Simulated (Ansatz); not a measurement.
`C[NH][GeH2][OH]` + `C=CCC[SiH3]` → `C[NH][GeH2][SiH3]` + `C=CCCO`  (formal exchange of groups at a Ge–O bond)

Calculated with Ansatz (gas phase, PBE0-D4/def2-TZVP geometries, no zero-point term in ΔE). CBS: MP2 limit from def2 TZ/QZ plus the TZ coupled-cluster correction, frozen cores. Functionals use def2-TZVPP. For Ge outer-core shells are correlated without core-valence functions, which leaves a few kJ/mol of doubt a bond. Scalar relativity is left out up to krypton. Each species was taken in one conformer, which may not be the lowest.

`C[NH][GeH2][OH]`:

Cartesian coordinates in Å:
```
C -0.170 -0.294 -1.567
N 0.621 0.350 -0.538
Ge 0.453 -0.120 1.213
O -1.201 0.066 1.871
H -1.207 0.061 -1.626
H 0.293 -0.155 -2.549
H -0.206 -1.370 -1.380
H 0.771 1.332 -0.710
H 1.428 0.775 1.999
H 0.689 -1.627 1.340
H -1.471 0.984 1.947
```

`C=CCC[SiH3]`:

Z-matrix (Å, degrees):
```
C
C 1 1.493
C 1 1.533 2 112.7
H 1 1.097 2 109.2 3 -121.2
H 1 1.094 2 109.2 3 122.5
C 2 1.326 1 125.0 3 -119.9
H 2 1.089 1 116.0 3 59.0
Si 3 1.882 1 114.4 2 60.3
H 3 1.095 1 109.7 2 -178.2
H 3 1.096 1 110.2 2 -61.9
H 6 1.084 2 121.7 1 179.2
H 6 1.086 2 121.3 1 -0.8
H 8 1.489 3 110.0 1 47.7
H 8 1.486 3 112.2 1 -73.2
H 8 1.489 3 109.4 1 166.8
```

`C[NH][GeH2][SiH3]`:

Cartesian coordinates in Å:
```
C 0.450 -0.735 -1.770
N 1.064 0.329 -1.000
Ge 0.850 0.303 0.833
Si -1.442 0.355 1.538
H -0.650 -0.730 -1.775
H 0.788 -0.690 -2.810
H 0.770 -1.703 -1.374
H 0.868 1.237 -1.399
H 1.610 1.526 1.379
H 1.519 -0.997 1.322
H -2.204 -0.764 0.920
H -2.074 1.636 1.119
H -1.549 0.235 3.018
```

`C=CCCO`:

```xyz
13

C    -0.043   -1.680    0.411
C    -0.477   -0.942   -0.603
C    -0.560    0.553   -0.647
C     0.204    1.268    0.450
O     1.598    1.079    0.353
H    -0.030   -2.762    0.349
H     0.300   -1.246    1.345
H    -0.815   -1.453   -1.502
H    -0.190    0.900   -1.618
H    -1.616    0.849   -0.608
H    -0.170    0.957    1.436
H     0.038    2.344    0.370
H     1.760    0.135    0.264
```

| level | ΔE (kJ/mol) | difference from CCSD(T)/CBS |
| --- | --- | --- |
| PBE-D4 | 84.2 | -19.0 |
| r2SCAN-D4 | 95.5 | -7.7 |
| ωB97X-V | 98.9 | -4.3 |
| ωB97M-V | 102.3 | -0.9 |
| r2SCAN | 95.2 | -8.0 |
| CCSD/def2-TZVPP | 103.3 | 0.1 |
| MP2/def2-QZVPP | 116.3 | 13.1 |
| SCS-MP2/def2-QZVPP | 115.7 | 12.5 |
| HF/CBS(def2) | 111.9 | 8.7 |
| MP2/CBS(def2) | 116.1 | 12.9 |
| CCSD(T)/CBS | 103.2 | 0 |

Largest T1 diagnostic among the species: 0.012.

From PBE to PBE0 (25 % exact exchange), in def2-TZVPP and without D4, ΔE moves by +4.3 kJ/mol.
